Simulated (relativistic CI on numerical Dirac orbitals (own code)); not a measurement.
Line list: Electric-dipole lines, Cs VIII

These numbers are calculated, not measured: Dirac-Coulomb-Breit CI, KLI orbitals optimised for each configuration, QED by a radiative potential, valence Slater integrals scaled by 0.9, P86 correlation estimate, and configurations built on the next ion tied to the tabulated ionisation energy (semi-empirical) (own radial code, finite nucleus).

Configurations in the expansion (outside the closed core [Kr]): 4d10 5s2, 4d10 5s 5d, 4d10 5s 6s, 4d10 5s 6p, 4d10 5s 5p, 4d10 5s 6d, 4d10 5s 7s, 4d10 5s 5f, 4d10 5s 6f, 4d10 5p2, 4d10 4f2, 4d10 5s 4f, 4d10 5d2, 4d10 4f 5p, 4d10 5p 5d, 4d10 5s 5g, 4d9 5s2 4f, 4d10 4f 5d, 4d10 5f2, 4d10 5p 5f, 4d10 5g2, 4d8 5s2 5p2, 4d10 5p 5g, 4d9 5s 5p2. Levels of other configurations are missing.

| λ vac (Å) | Lower | Upper | A (s⁻¹) | gf | Branching (%) |
| --- | --- | --- | --- | --- | --- |
| 290.09 | 4d10 5s 4f 3F°_2 [7] | 4d10 5s 5g 3G_3 [91] | 2.62e+10 | 2.32e+00 | 80.7 |
| 290.14 | 4d10 5s 4f 3F°_4 [9] | 4d10 5s 5g 3G_5 [93] | 2.95e+10 | 4.09e+00 | 88.9 |
| 290.16 | 4d10 5s 4f 3F°_3 [8] | 4d10 5s 5g 3G_4 [92] | 2.41e+10 | 2.73e+00 | 73.4 |
| 295.58 | 4d10 5s 4f 1F°_3 [12] | 4d10 5s 5g 1G_4 [94] | 2.68e+10 | 3.16e+00 | 78.4 |
| 344.88 | 4d10 5s 5p 3P°_2 [4] | 4d10 5s 6s 3S_1 [30] | 1.78e+10 | 9.50e-01 | 56.7 |
| 456.17 | 4d10 5s 5p 3P°_0 [2] | 4d10 5s 5d 3D_1 [15] | 1.30e+10 | 1.22e+00 | 56.5 |
| 464.58 | 4d10 5s 5p 3P°_1 [3] | 4d10 5s 5d 3D_2 [16] | 1.66e+10 | 2.69e+00 | 76.1 |
| 466.91 | 4d10 5s 5p 3P°_1 [3] | 4d10 5s 5d 3D_1 [15] | 8.97e+09 | 8.79e-01 | 39.0 |
| 496.88 | 4d10 5s 5p 3P°_2 [4] | 4d10 5s 5d 3D_3 [17] | 1.91e+10 | 4.95e+00 | 98.4 |
| 497.04 | 4d10 5s 5d 3D_1 [15] | 4d10 5s 5f 3F°_2 [55] | 2.27e+10 | 4.21e+00 | 84.1 |
| 499.05 | 4d10 5s 5d 3D_2 [16] | 4d10 5s 5f 3F°_3 [57] | 2.41e+10 | 6.29e+00 | 88.5 |
| 503.01 | 4d10 5s 5d 3D_3 [17] | 4d10 5s 5f 3F°_4 [58] | 2.72e+10 | 9.29e+00 | 99.4 |
| 532.82 | 4d10 5s 5p 1P°_1 [5] | 4d10 5s 5d 1D_2 [18] | 2.48e+10 | 5.27e+00 | 97.0 |
| 535.45 | 4d10 5s 5d 1D_2 [18] | 4d10 5s 5f 1F°_3 [59] | 3.13e+10 | 9.42e+00 | 95.5 |
| 634.50 | 4d10 5s2 1S_0 [1] | 4d10 5s 5p 1P°_1 [5] | 9.34e+09 | 1.69e+00 | 100.0 |
| 663.46 | 4d10 5s 5d 3D_3 [17] | 4d10 5s 6p 3P°_2 [45] | 6.33e+09 | 2.09e+00 | 29.8 |
| 1081.4 | 4d10 5s 6d 3D_2 [66] | 4d10 5s 6f 3F°_3 [101] | 5.18e+09 | 6.35e+00 | 36.6 |
| 1090.5 | 4d10 5s 6d 3D_3 [67] | 4d10 5s 6f 3F°_4 [102] | 5.80e+09 | 9.30e+00 | 41.4 |
| 1126.4 | 4d10 5s 6d 1D_2 [68] | 4d10 5s 6f 1F°_3 [103] | 4.96e+09 | 6.60e+00 | 36.1 |
| 1287.0 | 4d10 5s 5f 3F°_4 [58] | 4d10 5s 5g 3G_5 [93] | 2.74e+09 | 7.47e+00 | 8.2 |

Terms are leading LS components. Brackets give the number of a level in order of energy, since labels repeat. The list gives strong lines, with weight on those to low levels, without configurations that were not tied to measured data, without lines whose two gauges differ by over a factor of 2.5, among the lowest 207 of 349 levels, so that lines to higher ones, which can be the strongest, are missing. Levels whose partners in the same complex of configurations lie outside the list can be far off, and so can their lines. Rates are taken at the computed energies, electric ones in the length gauge.

Configurations that consist of the next ion and one excited electron were tied to the tabulated ionisation energy; Rydberg ones are usually within 1,000 to 3,000 cm⁻¹ and the lowest ones within about 6,000 (9,000 in d shells), while levels on excited terms of the next ion carry the error of that term, and the other configurations can be misplaced by 10,000 cm⁻¹ or more. Rates follow the energies as ν³ (E1, M1) or ν⁵ (E2), so rates, branching and lifetimes can be off by large factors. Levels and lines within the n = 5 or 6 shells can be off by up to 10 % or somewhat more, and those that change n by about 2 %, since core polarisation is missing. 41 of the 51 excited levels that our extract of the measured tables holds in this range could be paired (the sources list more); they are missed by 2135 cm⁻¹ on average and 6495 at most, and levels without a partner can miss by more. Levels that differ in their count of f electrons can be misplaced by several ten thousand cm⁻¹, since the correlation energy of f electrons is missing or only estimated; rates across such gaps can be off by orders of magnitude.

(1) From the table, what is the radiative lifetime of 4d10 5s 5g 3G_5?

Answers

(1) The listed rates from this level add up to about 3.22e+10 s⁻¹, 97 % of its decay; with all channels τ = 3.01e-11 s.

LS names give the leading component of a level, which can be under half, so a name can repeat, a term be missing and a line seem to break the LS rules.
